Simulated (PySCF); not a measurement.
Compound: Ga(AsH3)H3.
Cartesian coordinates in Å at the PBE0-D3(BJ)/def2-SVP level; atoms count from 1:
```
atom  x, y, z in Å
Ga1   -0.005    0.010   -1.538
As2    0.003   -0.005    1.097
H3     0.770    1.050    1.861
H4     0.545   -1.205    1.839
H5    -1.296    0.118    1.861
H6     1.563   -0.022   -1.708
H7    -0.761    1.385   -1.701
H8    -0.817   -1.331   -1.711
```

Computed, not measured: PySCF 2.14.0, PBE0-D3(BJ)/def2-SVP geometry optimisation, gas phase.

**Question.** Which atoms are bound to Ga1, and at what distances?

**Answer.** 4 atoms: H8 1.577 Å, H7 1.577 Å, H6 1.577 Å, As2 2.636 Å. The nearest atom not counted as bound is H4, at 3.63 Å (others tie with it).

**Question.** List the angles at Ga1.

**Answer.** 
```json
{"angle": "H6–Ga1–H7", "degrees": "118.9", "distance of the outer atoms (Å)": "2.72"}
{"angle": "H7–Ga1–H8", "degrees": "118.9", "distance of the outer atoms (Å)": "2.72"}
{"angle": "H6–Ga1–H8", "degrees": "118.9", "distance of the outer atoms (Å)": "2.72"}
{"angle": "As2–Ga1–H7", "degrees": "96.3", "distance of the outer atoms (Å)": "3.22"}
{"angle": "As2–Ga1–H8", "degrees": "96.1", "distance of the outer atoms (Å)": "3.21"}
{"angle": "As2–Ga1–H6", "degrees": "96.0", "distance of the outer atoms (Å)": "3.21"}
```

**Question.** Describe the arrangement about Ga1 in numbers.

**Answer.** Angles from 96.0° to 118.9°; τ4 = (360° − α − β)/141° = 0.87 with α and β the two widest (0 for a square, 1 for a tetrahedron).

**Question.** What are the other bond lengths?

**Answer.** As2–H3, As2–H4, As2–H5 1.512 Å.

Point group: near C3v, missed by 0.12 Å at most; the miss may be what the optimiser left on a soft mode (C3 holds within 0.08 Å). Charge 0, singlet. Whether it is a minimum is left open (no frequencies).
